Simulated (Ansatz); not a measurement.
Reaction (ligand exchange at the Al–S bond): `C[S][AlH][Cl]` + `N=C=O` → `O=C=[N][AlH][Cl]` + CH₃SH

Calculated with Ansatz (gas phase, PBE0-D4/def2-TZVP geometries, no zero-point term in ΔE). CCSD(T)/CBS adds triple-zeta CCSD(T) − MP2 to the extrapolated MP2 energy (def2 sets, frozen cores). This one scheme is used for every species. DFT in def2-TZVPP. B3LYP here is the variant with VWN-RPA as its local correlation; programs differ in this. HSE06 is defined as in plane-wave codes. One conformer a species, not always the lowest.

```tsv
level	ΔE (kcal/mol)	difference from CCSD(T)/CBS
LDA (SPW92)	-5.3	3.0
B97M-V	-8.5	-0.2
HSE06-D4	-6.8	1.5
BHLYP-D4	-10.6	-2.3
ωB97X-V	-8.9	-0.6
B3LYP	-9.8	-1.5
HSE06	-7.2	1.1
HF/def2-SVP	-15.9	-7.6
CCSD(T)/def2-SVP	-11.0	-2.7
HF/def2-TZVPP	-14.0	-5.7
MP2/def2-TZVPP	-9.1	-0.8
CCSD/def2-TZVPP	-10.3	-2.0
CCSD(T)/def2-TZVPP	-9.2	-0.9
HF/CBS(def2)	-14.3	-6.0
MP2/CBS(def2)	-8.3	0.0
CCSD/CBS(def2)	-9.4	-1.1
CCSD(T)/CBS	-8.3	0
```

Problem. What do rigid-rotor, harmonic-oscillator terms from PBE0-D4/def2-TZVP frequencies (298.15 K, 1 bar) make of the CCSD(T)/CBS value? (An estimate is asked.)

Solution. Computed: ΔZPE = -0.5 kcal/mol, ΔH = -9.0 kcal/mol, ΔS = 10 J/(mol·K), ΔG = -9.7 kcal/mol. Modes under 50 cm⁻¹ make the entropy rough.

Largest T1 diagnostic among the species: 0.018.

From BLYP to BHLYP (50 % exact exchange), in def2-TZVPP and without D4, ΔE moves by −2.7 kcal/mol. At CCSD(T), def2-SVP lies −2.7 kcal/mol from the extrapolated value and def2-TZVPP −0.9 kcal/mol.
